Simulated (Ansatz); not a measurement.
## Reading a saddle point

A first-order saddle point of SiH₃BrF₂, closed shell, PBE0-D4/def2-TZVP, with one imaginary mode of 736i cm⁻¹:

Si1  (-0.387, 0.173, 0.280)
Br2  (0.836, -1.954, -0.586)
F3  (-1.586, -0.124, -0.692)
F4  (-0.605, 1.720, 0.617)
H5  (-0.279, -0.428, 1.605)
H6  (1.078, -0.147, -0.678)
H7  (0.944, 0.760, -0.546)
(Å)

Program: Ansatz 0.2.0. Basis: def2-TZVPP and def2-QZVPP. Cores are frozen in the correlated methods. Filled d shells of the heavier atoms are correlated. The def2 sets are not built for correlating such inner shells, so the correlated values are less sure here. Extrapolation: Hartree–Fock as exp(−7.88 √X), correlation as X^−2.97.

(1) Which contacts change along the imaginary mode, and what lies on either side? (A judgement: the text doesn't fix the answer.)

(2) Which side is lower, and how far does the saddle lie above each? (An estimate is asked for; the value comes from the calculation.)

No T1 diagnostic of these runs exceeds 0.011.

## Answers

(1) By the calculation: The step is SiHBrF₂ ([F][SiH]([F])[Br]) + H₂ → SiH₂F₂ ([F][SiH2][F]) + HBr, with the molecules in contact on both sides. Shortening one way: Si1–H7, Br2–H6; lengthening the same way: Si1–Br2, H6–H7.
```
   pair  one side (Å)  saddle (Å)  other side (Å)
 Si1–H7          3.57        1.67            1.47
 Br2–H6          3.86        1.83            1.42
Si1–Br2          2.18        2.60            3.77
  H6–H7          0.75        0.93            3.57
```

(2) Computed: The side with Si1–Br2, H6–H7 short is lower by 70.8 kJ/mol; the saddle lies 225.6 kJ/mol above it and 154.8 kJ/mol above the other (CCSD(T) at an estimated basis limit (MP2 extrapolated from triple and quadruple zeta, plus CCSD(T) − MP2 in triple zeta); electronic energies).

Labels in which every atom is bracketed show which atoms are joined, not bond orders.

For scale, one of the runs: CCSD(T)/def2-TZVPP, 194 basis functions, launched by `ansatz run in.yaml --threads 4 --pin off --events-out ev --progress --plain --max-ram 9574MiB`. Hardware: 4 CPU threads of an Arm Neoverse V1, shared host. Wall time 95 s; peak host memory 2.3 GiB.
